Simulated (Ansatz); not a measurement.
Basis-set series for BBrCl (`Cl[B]Br`) radical. Charge 0, multiplicity 2. The geometry is a stationary point of PBE0-D4/def2-TZVP.

Cartesian coordinates in Å:
```
Cl 1.1707 -0.8335 -0.6901
B 0.0482 0.4188 -0.3513
Br -1.2189 0.4147 1.0414
```

```
functional       basis  functions  energy (Eh)  HOMO (eV)  LUMO (eV)
   PBE0-D4  def2-TZVPP        121  -3058.74340      -6.37      -2.12
   PBE0-D4  def2-QZVPP        216  -3058.81065      -6.39      -2.15
   ωB97M-V  def2-TZVPP        121  -3059.04438      -8.19      -0.56
   ωB97M-V  def2-QZVPP        216  -3059.10889      -8.22      -0.61
```

Problem. Give the rows for def2-SVP. (Estimate.)

Solution. Computed: 
| functional | basis | functions | energy (Eh) | HOMO (eV) | LUMO (eV) |
| --- | --- | --- | --- | --- | --- |
| PBE0-D4 | def2-SVP | 64 | -3058.24867 | -6.25 | -1.96 |
| ωB97M-V | def2-SVP | 64 | -3058.55236 | -8.02 | -0.19 |

HOMO and LUMO are taken over both spins. Scalar relativity is left out up to krypton.
